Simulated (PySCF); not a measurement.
Exercise with solution: entropy of an ideal gas

C2HBClF, SMILES C#CB(F)Cl.

Coordinates come from a PBE-D3(BJ)/def2-SVP optimisation.

PySCF 2.14.0 with PBE-D3(BJ)/def2-SVP gives the harmonic wavenumbers 144, 218, 343, 452, 584, 598, 673, 737, 1060, 1319, 2123, 3392 cm⁻¹ and the rotational temperatures 0.3049, 0.1311, 0.0917 K. The molar mass is 90.29 g/mol, the symmetry number 1, the spin multiplicity 1.

Problem. Work out the entropy at 298.15 K and 1 atm in the rigid-rotor, harmonic-oscillator model.

Solution. 
Translation (Sackur–Tetrode at 1 atm): S = R[1.5 ln M + 2.5 ln T − 1.16487] = 164.9 J/(mol K).
Rotation: q = (√π/σ) T^1.5/√(θA θB θC) = 151000, S = R[ln q + 3/2] = 111.6 J/(mol K).
Vibration: with u = 1.4388 ν/T, each mode gives R[u/(e^u − 1) − ln(1 − e^−u)]:
| ν (cm⁻¹) | modes | u | S (J/(mol K)) |
|---|---|---|---|
| 144 | 1 | 0.69 | 11.51 |
| 218 | 1 | 1.05 | 8.27 |
| 343 | 1 | 1.66 | 5.01 |
| 452 | 1 | 2.18 | 3.30 |
| 584 | 1 | 2.82 | 2.00 |
| 598 | 1 | 2.89 | 1.90 |
| 673 | 1 | 3.25 | 1.42 |
| 737 | 1 | 3.56 | 1.11 |
| 1060 | 1 | 5.12 | 0.31 |
| 1319 | 1 | 6.37 | 0.11 |
The stiffer modes add less than 0.005 each. Sum 34.9 J/(mol K).
Spin: R ln 1 = 0.0 J/(mol K).
Total 311.4 J/(mol K); the program's own thermochemistry gives 311.5. Translation makes up 53 % and vibration 11 %. Anharmonicity, hindered rotation and orbital degeneracy are left out.
